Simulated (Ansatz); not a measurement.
Reaction (formal exchange of groups at the Si–C bond): `BC[SiH](C)F` + `C#CC=C` → `BC[SiH2]F` + `C#CC(=C)C`

Program: Ansatz. Geometries: PBE0-D4/def2-TZVP. ΔE: electronic, gas phase. CCSD(T)/CBS adds triple-zeta CCSD(T) − MP2 to the extrapolated MP2 energy (def2 sets, frozen cores). Functionals use def2-TZVPP. B3LYP here is the variant with VWN-RPA as its local correlation; programs differ in this. Each species was taken in one conformer, which may not be the lowest.

`BC[SiH](C)F`:

```xyz
13

B     1.684   -0.641   -0.731
C     0.237   -1.143   -0.682
Si   -0.720   -0.261    0.672
C    -0.775    1.575    0.430
F    -2.221   -0.829    0.622
H     2.531   -1.138   -0.045
H     1.983    0.300   -1.411
H    -0.342   -0.926   -1.587
H     0.140   -2.200   -0.413
H    -0.178   -0.616    2.008
H    -1.157    1.830   -0.561
H     0.230    1.997    0.521
H    -1.413    2.051    1.178
```

`C#CC=C`:

```xyz
8

C    -1.725    0.946    0.787
C    -0.638    0.537    0.470
C     0.658    0.081    0.122
C     0.899   -0.875   -0.775
H    -2.689    1.302    1.062
H     1.487    0.560    0.636
H     1.914   -1.180   -0.998
H     0.094   -1.371   -1.304
```

`BC[SiH2]F`:

Cartesian coordinates in Å:
```
B 0.025 0.922 1.288
C 0.662 0.384 -0.003
Si -0.454 -0.859 -0.846
F 0.294 -1.369 -2.168
H 0.195 0.361 2.333
H -0.692 1.880 1.263
H 1.588 -0.176 0.165
H 0.815 1.151 -0.770
H -1.735 -0.248 -1.271
H -0.699 -2.045 0.008
```

`C#CC(=C)C`:

Cartesian coordinates in Å:
```
C 0.920 -1.308 -1.857
C 0.522 -0.568 -0.996
C 0.023 0.262 0.050
C 0.287 1.571 0.068
C -0.798 -0.423 1.102
H 1.280 -1.950 -2.625
H -0.093 2.201 0.864
H 0.883 2.036 -0.706
H -0.219 -1.211 1.589
H -1.674 -0.900 0.654
H -1.132 0.289 1.857
```

```csv
level,ΔE (kJ/mol),difference from CCSD(T)/CBS
PBE-D4,41.9,1.6
r2SCAN-D4,44.0,3.7
PBE0-D4,41.2,0.9
B3LYP-D4,40.9,0.6
ωB97X-V,39.3,-1.0
ωB97M-V,42.8,2.5
B2PLYP,39.3,-1.0
PBE,41.4,1.1
r2SCAN,43.8,3.5
PBE0,40.7,0.4
B3LYP,40.2,-0.1
HF/def2-TZVPP,34.9,-5.4
MP2/def2-TZVPP,36.9,-3.4
SCS-MP2/def2-TZVPP,34.6,-5.7
CCSD/def2-TZVPP,38.4,-1.9
CCSD(T)/def2-TZVPP,38.5,-1.8
HF/def2-QZVPP,34.7,-5.6
MP2/def2-QZVPP,37.8,-2.5
SCS-MP2/def2-QZVPP,35.7,-4.6
HF/CBS(def2),34.7,-5.6
MP2/CBS(def2),38.6,-1.7
CCSD/CBS(def2),40.2,-0.1
CCSD(T)/CBS,40.3,0
```

Largest T1 diagnostic among the species: 0.012.
